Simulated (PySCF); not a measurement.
## Deuteron quadrupole couplings in `Cc1c[n+](C)c(C)n1C`

Species: C7H13N2 (charge +1).
Z-matrix (Å and degrees, GFN2-xTB geometry), rows numbered from 1:
```
C 
C   1  1.4791
C   2  1.3628  1  130.16
N   3  1.3670  2  108.03  1   179.82
C   4  1.4399  3  125.24  2   179.94
C   4  1.3355  3  108.45  2    -0.24
C   6  1.4769  4  126.22  3  -179.64
N   6  1.3410  4  108.29  3     0.58
C   8  1.4400  2  125.70  1    -0.44
H   1  1.0854  2  109.54  3    -3.69
H   1  1.0887  2  110.99  3  -123.61
H   1  1.0896  2  111.00  3   115.82
H   3  1.0700  2  129.71  1    -0.17
H   5  1.0872  4  108.99  3    -7.37
H   5  1.0898  4  110.54  3  -127.03
H   5  1.0912  4  110.64  3   112.07
H   7  1.0864  6  110.75  4    21.40
H   7  1.0880  6  110.57  4   141.89
H   7  1.0916  6  110.73  4   -98.48
H   9  1.0884  8  110.21  2   141.75
H   9  1.0916  8  110.45  2   -97.68
H   9  1.0869  8  109.54  2    22.02
```

Level: PBE0/pcSseg-1 (PySCF, non-relativistic); Q(2H) = 0.00286 b; rigid geometry, the same for H and D, with no vibrational averaging.

**Question.** Rank these positions by the coupling χzz of a deuteron there, largest first.
A. H10 (methyl hydrogen)
B. H16 (methyl hydrogen)
C. H13 (aromatic hydrogen)
D. H14 (methyl hydrogen)

**Answer.** C (228 kHz), A (209 kHz), D (202 kHz), B (198 kHz).

**Question.** Tabulate Vzz, the asymmetry η and χzz = 234.96 MHz × Q × Vzz for every hydrogen position.

**Answer.** 
| atom | bonded to | bond length (Å) | Vzz (au) | η | χzz (kHz) |
| --- | --- | --- | --- | --- | --- |
| H10 | C1 | 1.085 | 0.3114 | 0.05 | 209 |
| H11 | C1 | 1.089 | 0.3055 | 0.04 | 205 |
| H12 | C1 | 1.090 | 0.3046 | 0.03 | 205 |
| H13 | C3 | 1.070 | 0.3389 | 0.12 | 228 |
| H14 | C5 | 1.087 | 0.3007 | 0.10 | 202 |
| H15 | C5 | 1.090 | 0.2962 | 0.08 | 199 |
| H16 | C5 | 1.091 | 0.2942 | 0.07 | 198 |
| H17 | C7 | 1.086 | 0.3080 | 0.06 | 207 |
| H18 | C7 | 1.088 | 0.3049 | 0.05 | 205 |
| H19 | C7 | 1.092 | 0.3000 | 0.03 | 202 |
| H20 | C9 | 1.088 | 0.2991 | 0.09 | 201 |
| H21 | C9 | 1.092 | 0.2940 | 0.07 | 198 |
| H22 | C9 | 1.087 | 0.3014 | 0.09 | 203 |

**Question.** How does χzz go with the bond length over the 13 C–H bonds?

**Answer.** A straight-line fit has a slope of -13.4 kHz for each 0.01 Å, with a correlation coefficient of -0.96, over lengths from 1.070 to 1.092 Å. The longer bonds have the smaller couplings here.

**Question.** Give the 2H NMR doublet splittings at H13 for a magnetic field along the z, y and x axes of the gradient: 3χ/2, 3χ(1 + η)/4, 3χ(1 − η)/4.

**Answer.** With |χ| = 227.8 kHz and η = 0.122: 342, 192 and 150 kHz, to first order and without motion.

Isolated species at its GFN2-xTB geometry, gas phase. GFN2-xTB bond lengths can be off by several hundredths of an ångström, more for odd bonds, and the gradients follow them. With so small a basis the couplings can be 20 % off.
